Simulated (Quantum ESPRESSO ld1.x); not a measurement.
Q: Species: the arsenic ion As3+. Configuration: [Ar] 3d10 4s2 (the NIST ground configuration). Calculated with ld1.x of Quantum ESPRESSO 7.5: Dirac Kohn-Sham, PW91, spin-unpolarised, spherical densities, point nucleus. Some entries of the table are withheld. Estimate them.

orbital  occ.  eigenvalue (hartree)  <r^2> (bohr^2)  <1/r> (bohr^-1)
1s1/2       2             -431.9219        0.002786              (1)
2s1/2       2              -55.8999         0.04842            7.416
2p1/2       2              -50.0894         0.03744            7.381
2p3/2       4              -48.7445         0.03892            7.167
3s1/2       2               -8.2575          0.4122            2.395
3p1/2       2               -6.3041          0.4365            2.272
3p3/2       4               -6.1191          0.4516            2.221
3d3/2       4                   (2)          0.5632              (3)
3d5/2       6                   (4)          0.5707              (5)
4s1/2       2               -1.6375           3.434           0.7592

A: 
(1) 1s1/2 <1/r> (bohr^-1): 33.47
(2) 3d3/2 eigenvalue (hartree): -2.7740
(3) 3d3/2 <1/r> (bohr^-1): 1.925
(4) 3d5/2 eigenvalue (hartree): -2.7469
(5) 3d5/2 <1/r> (bohr^-1): 1.912
